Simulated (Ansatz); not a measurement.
In8Sb8H22, a nanocrystal cut from wurtzite InSb (hydrogen-capped), 38 atoms. Hardware: 2 threads of AMD EPYC 7R13 on a shared host and a share (18 GiB) of an NVIDIA H100 80GB HBM3.

In the def2 sets In, Sb take a core potential; there is no spin–orbit coupling. Single mean-field runs in def2-SVP are fitted with def2-universal-jkfit.

Problem. How many basis functions does each of these Ansatz runs have, and roughly what does it cost? PBE-D4/def2-SVP, charge 0 triplet at the geometry of the charge 0 singlet, energy, from earlier orbitals; PBE0-D4/def2-SVP, charge -1 doublet at the geometry of the charge 0 singlet, energy; PBE with 10 % exact exchange/def2-SVP, charge 0 singlet, energy, from earlier orbitals; PBE0-D4/def2-SVP, charge 0 triplet at the geometry of the charge 0 singlet, energy; r2SCAN-D4/def2-SVP, charge 0 singlet, energy, from earlier orbitals; PBE-D4/def2-SVP, charge 0 singlet, energy and forces, from earlier orbitals; PBE with 5 % exact exchange/def2-SVP, charge 0 singlet, energy, from earlier orbitals; PBE-D4/def2-SVP, charge 1 doublet at the geometry of the charge 0 singlet, energy, from earlier orbitals; PBE0-D4/def2-SVP, charge 1 doublet at the geometry of the charge 0 singlet, energy; PBE with 15 % exact exchange/def2-SVP, charge 0 singlet, energy, from earlier orbitals; PBE-D4/def2-SVP, charge -1 doublet at the geometry of the charge 0 singlet, energy, from earlier orbitals; PBE-D4/def2-SVP, charge 0 singlet, relaxation, 15 steps.

Solution. Other jobs shared the machine, so times can vary by a factor of up to 3.

| run | functions | fitting or Cholesky vectors | wall time | peak host memory (GiB) |
| --- | --- | --- | --- | --- |
| PBE with 10 % exact exchange/def2-SVP, charge 0 singlet, energy, from earlier orbitals | 526 | 3884 | 4.3 s | 1.1 |
| PBE with 15 % exact exchange/def2-SVP, charge 0 singlet, energy, from earlier orbitals | 526 | 3884 | 4.6 s | 1.1 |
| PBE with 5 % exact exchange/def2-SVP, charge 0 singlet, energy, from earlier orbitals | 526 | 3884 | 6 s | 1.1 |
| r2SCAN-D4/def2-SVP, charge 0 singlet, energy, from earlier orbitals | 526 | 3884 | 7 s | 1.2 |
| PBE-D4/def2-SVP, charge 1 doublet at the geometry of the charge 0 singlet, energy, from earlier orbitals | 526 | 3884 | 8 s | 1.3 |
| PBE-D4/def2-SVP, charge 0 singlet, energy and forces, from earlier orbitals | 526 | 3884 | 8 s | 1.2 |
| PBE-D4/def2-SVP, charge -1 doublet at the geometry of the charge 0 singlet, energy, from earlier orbitals | 526 | 3884 | 8 s | 1.3 |
| PBE-D4/def2-SVP, charge 0 triplet at the geometry of the charge 0 singlet, energy, from earlier orbitals | 526 | 3884 | 8 s | 1.3 |
| PBE0-D4/def2-SVP, charge -1 doublet at the geometry of the charge 0 singlet, energy | 526 | 3884 | 14 s | 1.3 |
| PBE0-D4/def2-SVP, charge 0 triplet at the geometry of the charge 0 singlet, energy | 526 | 3884 | 17 s | 1.3 |
| PBE0-D4/def2-SVP, charge 1 doublet at the geometry of the charge 0 singlet, energy | 526 | 3884 | 17 s | 1.3 |
| PBE-D4/def2-SVP, charge 0 singlet, relaxation, 15 steps | 526 | 3884 | 82 s | 1.2 |
